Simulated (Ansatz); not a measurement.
`[NH]=[V]([F])([F])[Cl]` + NH₃ → `[NH]=[V]([NH2])([F])[F]` + HCl at 600 K and 1 bar (ligand exchange at a V–Cl bond).

Gas-phase electronic energies from Ansatz, PBE0-D4/def2-TZVP geometries. CCSD(T)/CBS is the MP2 limit (def2-TZVPP, def2-QZVPP) plus CCSD(T) − MP2 in def2-TZVPP, frozen cores. This one scheme is used for every species. For V outer-core shells are correlated without core-valence functions, which leaves a few kJ/mol of doubt a bond. Scalar relativity is left out up to krypton. One conformer a species, not always the lowest.

```tsv
species	CCSD(T)/CBS energy (Eh)	H − E (kJ/mol)	S (J/(mol·K))
`[NH]=[V]([F])([F])[Cl]`	-1658.26502	104.0	412.2
NH₃	-56.50880	112.4	219.5
`[NH]=[V]([NH2])([F])[F]`	-1254.37567	174.7	422.7
HCl	-460.38127	35.4	207.2
```

H − E and S are ideal-gas, rigid-rotor, harmonic terms from PBE0-D4/def2-TZVP, for one conformer and one mirror image of each species. 1 Eh = 2625.50 kJ/mol, R = 8.31446 J/(mol·K).

Q: By hand: ΔE, ΔH, ΔS and ΔG.

A: ΔE = (-1254.37567) + (-460.38127) − (-1658.26502) − (-56.50880) = 0.01688 Eh = 44.3 kJ/mol. Δ(H − E) = 174.7 + 35.4 − 104.0 − 112.4 = -6.3, so ΔH = 38.0 kJ/mol. ΔS = 422.7 + 207.2 − 412.2 − 219.5 = -1.8 J/(mol·K). ΔG = 38.0 − 600 × (-1.8)/1000 = 39.1 kJ/mol.

Q: By hand: the equilibrium constant, and the temperature at which ΔG would vanish if ΔH and ΔS stayed fixed.

A: log₁₀ K = −ΔG/(RT ln 10) = -3.4. ΔH and −TΔS have one sign here, so there is no such temperature.

The number of gas molecules stays the same, so ΔS is small and ΔH decides. A doubt of 5 kJ/mol in ΔE shifts log₁₀ K by 0.4 here. Other conformers and mirror images would add mixing entropy, several J/(mol·K) or more a flexible species. These are equilibria of isolated gas molecules and say nothing of rates. Largest T1 diagnostic: 0.030 (customary marks: 0.02 for closed shells, 0.045 for open ones).

ΔS is within the doubt of such terms, so its sign, and with it that verdict, could turn.
